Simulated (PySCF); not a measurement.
**UHF on Ga (gallium, neutral)**

Configuration: [Ar] 3d10 4s2 5s1, 2S determinant (an excited configuration). All numbers are calculated (PySCF 2.14, scalar relativity through the core potential, in aug-cc-pVTZ-PP with ECP10MDF).

```json
{"Total energy": "-258.197591 hartree", "One-electron energy": "-460.3091 hartree", "Hartree (Coulomb) energy": "223.7366 hartree", "Exchange energy": "-21.6251 hartree", "⟨S²⟩": "0.7501", "⟨L²⟩": "0.000", "Sum of ⟨r⟩": "25.22 bohr", "Sum of ⟨r²⟩": "82.61 bohr²"}
```

| shell | electrons | mean orbital energy (eV) | rms radius, mean of both spins (bohr) |
| --- | --- | --- | --- |
| 3s α | 1 | -183.36 | 0.701 |
| 3s β | 1 | -183.32 | 0.701 |
| 3p α | 3 | -128.38 | 0.739 |
| 3p β | 3 | -128.36 | 0.739 |
| 3d α | 5 | -35.682 | 0.891 |
| 3d β | 5 | -35.668 | 0.891 |
| 4s α | 1 | -15.021 | 2.48 |
| 4s β | 1 | -14.816 | 2.48 |
| 5s α | 1 | -2.691 | 7.62 |

Energies and moments cover only the electrons outside the core potential. The outer electron is Rydberg-like, and this basis confines it to a smaller radius and binds it less than a complete one would.
